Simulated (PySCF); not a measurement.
# Rh (rhodium, neutral): UHF calculation

Configuration: [Kr] 4d9, 2D determinant (an excited configuration). Calculation: PySCF 2.14, in x2c-QZVPPall (13s8p7d4f2g, 118 functions); the spin-free X2C one-electron Hamiltonian (Gaussian nucleus).

```
Total energy                                                  : -4781.186240 hartree
One-electron energy                                           : -6600.9042 hartree
Hartree (Coulomb) energy                                      : 1957.4564 hartree
Exchange energy                                               : -137.7384 hartree
⟨S²⟩                                                          : 0.8463
⟨L²⟩                                                          : 6.582
Sum of ⟨r⟩                                                    : 31.42 bohr
Sum of ⟨r²⟩                                                   : 45.44 bohr²
Traceless quadrupole moment −½Σ⟨3z² − r²⟩ along its main axis : 0.409 e·bohr²
Langevin diamagnetic susceptibility                           : -36.0 ×10⁻⁶ cm³/mol
```

```csv
shell,electrons,mean orbital energy (hartree),spread (hartree),"rms radius, mean of both spins (bohr)"
1s β,1,-857.67659,0,0.0374
1s α,1,-857.67609,0,0.0374
2s α,1,-127.24413,0,0.154
2s β,1,-127.23289,0,0.154
2p α,3,-113.81850,0.00938,0.137
2p β,3,-113.80729,0.00019,0.137
3s α,1,-23.92726,0,0.415
3s β,1,-23.92218,0,0.415
3p α,3,-19.39063,0.02057,0.419
3p β,3,-19.38403,0.01116,0.419
3d α,5,-12.13443,0.02446,0.403
3d β,5,-12.11839,0.03668,0.403
4s α,1,-3.62487,0,1.06
4s β,1,-3.55825,0,1.06
4p α,3,-2.27284,0.04427,1.18
4p β,3,-2.18622,0.04107,1.18
4d α,5,-0.32774,0.04956,1.88
4d β,4,-0.28116,0.07056,1.88
```

⟨S²⟩ = 0.85 against 0.75 shows spin contamination.

Densities and radii are taken from the X2C orbitals without a picture-change correction, which distorts them close to the nucleus.

Spin-orbit constants ζ (cm⁻¹) from the X2C one-electron operator on these orbitals: bare nucleus, nucleus screened by l(l+1)(2l+1)/3 electrons, and screened by the Breit-Pauli mean field of the electrons.

```csv
shell,bare,screened nucleus,mean field
2p,782000,747200,n/a
3p,136300,130300,n/a
3d,19800,15400,n/a
4p,19450,18580,n/a
4d,1519,1182,n/a
```

To first order the Landé constant is A = -1182 cm⁻¹, so the lowest level has J = 5/2 and lies 0.147 eV below the centre of the term.
